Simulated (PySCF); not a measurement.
## F+ (fluorine, charge +1) across methods

[He] 2s1 2p5, high-spin 3P determinant (an excited configuration). Calculation: PySCF 2.14, in dyall-acv3z (15s9p4d2f, 76 functions); the spin-free X2C one-electron Hamiltonian (Gaussian nucleus).

| method | E (hartree) | mean ε 2s α (eV) | mean ε 2p α (eV) | mean ε 2p β (eV) | Σ⟨r²⟩ (bohr²) | ⟨S²⟩ |
| --- | --- | --- | --- | --- | --- | --- |
| revPBE | -98.4948 | -49.406 | -30.059 | -26.278 | 7.423 | 2.003 |
| M06-L | -98.4923 | -51.967 | -30.937 | -26.414 | 7.277 | 2.004 |
| CAM-B3LYP | -98.4781 | -54.867 | -34.524 | -30.046 | 7.426 | 2.003 |
| LDA | -97.8618 | -48.961 | -30.187 | -26.344 | 7.457 | 2.003 |
| UHF | -98.12766 | -66.132 | -41.213 | -32.792 | 7.341 | 2.009 |
| r2SCAN | -98.4576 | -51.593 | -31.101 | -26.629 | 7.348 | 2.004 |
| PBE | -98.4271 | -49.350 | -30.097 | -26.316 | 7.429 | 2.002 |
| BLYP | -98.5207 | -49.126 | -29.999 | -26.388 | 7.449 | 2.002 |
| PBE0 | -98.4109 | -53.711 | -33.039 | -28.283 | 7.378 | 2.003 |
